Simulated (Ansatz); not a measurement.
`C=CSC[SiH3]` + H–F → `FC[SiH3]` + `C=CS`  (substitution at a C–S bond)

Isolated molecules relaxed with PBE0-D4/def2-TZVP in Ansatz; ΔE leaves out vibrations. CCSD(T)/CBS adds triple-zeta CCSD(T) − MP2 to the extrapolated MP2 energy (def2 sets, frozen cores). This one scheme is used for every species. Functionals use def2-TZVPP. One conformer a species, not always the lowest.

| species | PBE-D4 energy (Eh) |
| --- | --- |
| `C=CSC[SiH3]` | -806.36984 |
| H–F | -100.39347 |
| `FC[SiH3]` | -430.19137 |
| `C=CS` | -476.54806 |

Question: Work out ΔE.

Answer: ΔE = (-430.19137) + (-476.54806) − (-806.36984) − (-100.39347) = 0.02388 Eh = +62.7 kJ/mol. CCSD(T)/CBS gives +72.9 kJ/mol.

Largest T1 diagnostic among the species: 0.012.

In def2-TZVPP, CCSD(T) changes the Hartree–Fock value by +31.0 kJ/mol (the triples alone add +5.0 kJ/mol) and MP2 by +46.6 kJ/mol. The D4 term adds +15.1 kJ/mol with B3LYP and +8.5 kJ/mol with PBE0; it sums over pairs of atoms, weighted by their polarisabilities, and B3LYP, whose exchange is more repulsive, gets the larger term. From PBE to PBE0 (25 % exact exchange), in def2-TZVPP and without D4, ΔE moves by +4.5 kJ/mol.

B3LYP here is the variant with VWN-RPA as its local correlation; programs differ in this.
